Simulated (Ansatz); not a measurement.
Consider the substitution at a C–C bond: `CCC(C)(C)C(C)C` + `[OH][Sc]([Cl])[Cl]` → `C[O][Sc]([Cl])[Cl]` + `CCC(C)(C)CC`.

Calculated with Ansatz (gas phase, PBE0-D4/def2-TZVP geometries, no zero-point term in ΔE). CCSD(T)/CBS adds triple-zeta CCSD(T) − MP2 to the extrapolated MP2 energy (def2 sets, frozen cores). Functionals use def2-TZVPP. HSE06 is defined as in plane-wave codes. For Sc outer-core shells are correlated without core-valence functions, which leaves a few kJ/mol of doubt a bond. Scalar relativity is left out up to krypton. One conformer a species, not always the lowest.

| level | ΔE (kJ/mol) | difference from CCSD(T)/CBS |
| --- | --- | --- |
| r2SCANh-D4 | 36.9 | -5.7 |
| BHLYP-D4 | 32.9 | -9.7 |
| CAM-B3LYP-D4 | 33.2 | -9.4 |
| HSE06 | 31.3 | -11.3 |
| CAM-B3LYP | 27.4 | -15.2 |
| LC-ωPBE | 35.8 | -6.8 |
| HF/def2-SVP | 8.2 | -34.4 |
| MP2/def2-QZVPP | 48.5 | 5.9 |
| HF/CBS(def2) | 18.6 | -24.0 |
| MP2/CBS(def2) | 49.2 | 6.6 |
| CCSD(T)/CBS | 42.6 | 0 |

Largest T1 diagnostic among the species: 0.015.

The D4 term adds +10.0 kJ/mol with B3LYP and +5.7 kJ/mol with PBE0; it sums over pairs of atoms, weighted by their polarisabilities, and B3LYP, whose exchange is more repulsive, gets the larger term. In def2-TZVPP, CCSD(T) changes the Hartree–Fock value by +22.3 kJ/mol (the triples alone add +1.7 kJ/mol) and MP2 by +28.8 kJ/mol. From r2SCAN to r2SCAN0 (25 % exact exchange), in def2-TZVPP and without D4, ΔE moves by +3.1 kJ/mol.

B3LYP here is the variant with VWN-RPA as its local correlation; programs differ in this.
